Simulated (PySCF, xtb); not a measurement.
Al(Cl)(NCO)(OH) (CHAlClNO2), SMILES [Cl][Al]([N]=C=O)[OH].

xtb with GFN2-xTB at its own geometry gives an orbital gap of 4.56 eV and a dipole moment of 3.00 D.

Coordinates come from a PBE0-D3(BJ)/def2-SVP optimisation. One conformer was computed; it need not be the lowest.

Problem. What does ωB97X/def2-TZVP run with PySCF give? (Estimate from the structure and the level; the computed values follow.)

Solution. gap 12.37 eV (levels -11.25 and 1.11 eV), dipole 1.88 D.
